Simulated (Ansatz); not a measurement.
Start from `OBN[SiH3]` and change one atom or group to get `CBN[SiH3]`.

Ansatz, PBE0-D4/def2-TZVP geometries, multiplicity 1. Each molecule was computed in one conformer, which needn't be the lowest.

| property | `OBN[SiH3]` |
| --- | --- |
| ideal-gas entropy at 298 K and 1 bar (rigid rotor, harmonic PBE0-D4/def2-TZVP) / J/(mol·K) | 317 |
| HOMO energy (B3LYP/def2-TZVPP) / eV | -7.62 |
| HOMO–LUMO gap (ωB97M-V/def2-TZVPP) / eV | 12.15 |
| LUMO energy (ωB97M-V/def2-TZVPP) / eV | 1.98 |
| HOMO–LUMO gap (PBE0/def2-TZVPP) / eV | 8.38 |
| LUMO energy (PBE0/def2-TZVPP) / eV | 0.53 |

(1) Give the same properties after the change, and the shifts. (An estimate is asked.)

Results:

(1) Ansatz gave: 
```tsv
property	`CBN[SiH3]`	shift
ideal-gas entropy at 298 K and 1 bar (rigid rotor, harmonic PBE0-D4/def2-TZVP) / J/(mol·K)	331	14
HOMO energy (B3LYP/def2-TZVPP) / eV	-8.03	-0.41
HOMO–LUMO gap (ωB97M-V/def2-TZVPP) / eV	12.43	0.28
LUMO energy (ωB97M-V/def2-TZVPP) / eV	1.88	-0.10
HOMO–LUMO gap (PBE0/def2-TZVPP) / eV	8.40	0.02
LUMO energy (PBE0/def2-TZVPP) / eV	0.14	-0.39
```

The zero-point energy changes by 56.4 kJ/mol with +6 modes.

B3LYP here is the variant with VWN-RPA as its local correlation; programs differ in this.
